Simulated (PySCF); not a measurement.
## UHF on V (vanadium, neutral)

Configuration: [Ar] 3d5, high-spin 6S determinant (an excited configuration). Calculation: PySCF 2.14, in x2c-QZVPPall with one added diffuse shell each of s, p, d, f, g type (12s8p6d4f3g, 121 functions); scalar relativity by spin-free X2C-1e.

- Total energy: -948.020014 hartree
- One-electron energy: -1307.3956 hartree
- Hartree (Coulomb) energy: 404.2300 hartree
- Exchange energy: -44.8544 hartree
- ⟨S²⟩: 8.7504
- ⟨L²⟩: 0.000
- Sum of ⟨r⟩: 19.50 bohr
- Sum of ⟨r²⟩: 33.44 bohr²
- Langevin diamagnetic susceptibility: -26.5 ×10⁻⁶ cm³/mol

| shell | electrons | mean orbital energy (eV) | rms radius, mean of both spins (bohr) |
| --- | --- | --- | --- |
| 1s β | 1 | -5512.9 | 0.0767 |
| 1s α | 1 | -5512.8 | 0.0767 |
| 2s α | 1 | -649.61 | 0.332 |
| 2s β | 1 | -647.90 | 0.332 |
| 2p α | 3 | -538.35 | 0.303 |
| 2p β | 3 | -536.62 | 0.303 |
| 3s α | 1 | -82.929 | 1.03 |
| 3s β | 1 | -75.928 | 1.03 |
| 3p α | 3 | -51.888 | 1.13 |
| 3p β | 3 | -43.020 | 1.13 |
| 3d α | 5 | -5.231 | 2.14 |

Densities and radii are taken from the X2C orbitals without a picture-change correction, which distorts them close to the nucleus.

Spin-orbit constants ζ (cm⁻¹) from the X2C one-electron operator on these orbitals: bare nucleus, nucleus screened by l(l+1)(2l+1)/3 electrons, and screened by the Breit-Pauli mean field of the electrons.

```json
{"shell": "2p", "bare": "40730", "screened nucleus": "37190", "mean field": "n/a"}
{"shell": "3p", "bare": "4386", "screened nucleus": "4004", "mean field": "n/a"}
{"shell": "3d", "bare": "245.4", "screened nucleus": "138.7", "mean field": "n/a"}
```
